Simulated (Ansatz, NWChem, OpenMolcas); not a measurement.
Worked example: SiH2Cl2 + InH2 → SiHCl2 + InH3

Gas-phase species: SiH2Cl2 (dichlorosilane (DCS)) `Cl[SiH2]Cl`, singlet; InH2 `[InH2]`, doublet; SiHCl2 `Cl[SiH]Cl`, doublet; InH3 `[InH3]`, singlet. A radical takes H: the energy is the difference in strength between the Si–H bond broken and the In–H bond made.

Shapes, held fixed at every level: PBE0-D4/def2-TZVP. Programs: Ansatz 0.2.0, NWChem 7.3.0, OpenMolcas 26.06. A level may come from different programs for different species; with the same settings they agree closely. The zero-point and thermal change to 298 K, harmonic and unscaled (PBE0-D4/def2-TZVP), is -4.0 kJ/mol.

At CCSD(T)/def2-TZVPP; 1 Eh = 2625.50 kJ/mol:

| species | energy (Eh) |
| --- | --- |
| SiH2Cl2 | -1209.805938 |
| InH2 | -190.619024 |
| SiHCl2 | -1209.153453 |
| InH3 | -191.238851 |

Problem. Work out ΔH(298 K) of the reaction at this level.

Solution. 
1. Products less reactants: (-1209.153453) + (-191.238851) − [(-1209.805938) + (-190.619024)] = 0.032658 Eh = +85.7 kJ/mol.
2. With the thermal change: +85.7 + (-4.0) = +81.7 kJ/mol.

Other levels give +77.6 (wB97X-V/def2-TZVPP) to +89.8 kJ/mol (HF/def2-SVP). No measured value is set beside it here. Open shells run unrestricted. For atoms past krypton def2 sets carry core potentials with scalar relativity. Outer-core shells of In are correlated, in sets that cover them unevenly.
